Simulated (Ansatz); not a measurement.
A structure relaxed at PBE-D4/def2-SVP in Ansatz, charge 0, singlet:

```xyz
12

Cd   -2.9727    0.3499   -1.4524
S    -3.6297   -1.8258   -2.0862
Cd   -1.4951   -2.7537   -1.6946
S     0.6102   -3.7445   -1.2904
Cd    1.8031   -1.7352   -1.6112
S     2.9844    0.2778   -1.9527
Cd    3.2210    0.7559    0.3471
S     3.5060    1.2761    2.6308
Cd    1.1883    1.3802    3.0645
S    -1.1193    1.4656    3.5591
Cd   -1.7437    2.0033    1.3492
S    -2.3523    2.5503   -0.8632
```

Q: Give its formula, name or SMILES and point group.

A: (CdS)6 ring (Cd₆S₆). Point group C2 (tolerance 0.1 Å).

Q: Summarise the bond lengths by kind (pairs closer than 1.2 times the sum of covalent radii, bridged metal pairs left out).

A: 12 × Cd–S 2.36 Å.

In the def2 sets Cd takes a core potential; there is no spin–orbit coupling.
